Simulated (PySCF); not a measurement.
C²⁺: excitation energy

C²⁺ [He] 2s2 (1S) → C²⁺ [He] 2s1 3s1 (3S), as a difference of total energies. Computed with PySCF 2.14 in x2c-TZVPPall with one added diffuse shell each of s, p, d type (6s4p3d1f, 40 functions), with the spin-free X2C one-electron Hamiltonian (Gaussian nucleus). Correlated levels: valence: 1s2 frozen; valence and next inner shell: nothing frozen. The calculations carry no spin-orbit coupling.

```json
{"method": "UHF", "excitation energy (eV)": "27.779"}
{"method": "LDA", "excitation energy (eV)": "28.476"}
{"method": "PBE", "excitation energy (eV)": "28.536"}
{"method": "PBE0", "excitation energy (eV)": "28.562"}
{"method": "r2SCAN", "excitation energy (eV)": "28.431"}
{"method": "BHandHLYP", "excitation energy (eV)": "28.831"}
{"method": "revPBE", "excitation energy (eV)": "28.563"}
{"method": "TPSS", "excitation energy (eV)": "28.710"}
{"method": "wB97M-V", "excitation energy (eV)": "28.665"}
{"method": "MP2 (valence)", "excitation energy (eV)": "28.820"}
{"method": "SCS-MP2 (valence)", "excitation energy (eV)": "29.132"}
{"method": "MP2 (valence and next inner shell)", "excitation energy (eV)": "28.834"}
{"method": "SCS-MP2 (valence and next inner shell)", "excitation energy (eV)": "29.144"}
```

Task: How much does correlation contribute at MP2 (valence and next inner shell)?

Result: 28.834 − (27.779) = 1.055 eV, measured against UHF.

The promoted electron is Rydberg-like, and one or two diffuse shells describe it only roughly, which tends to raise the upper state.
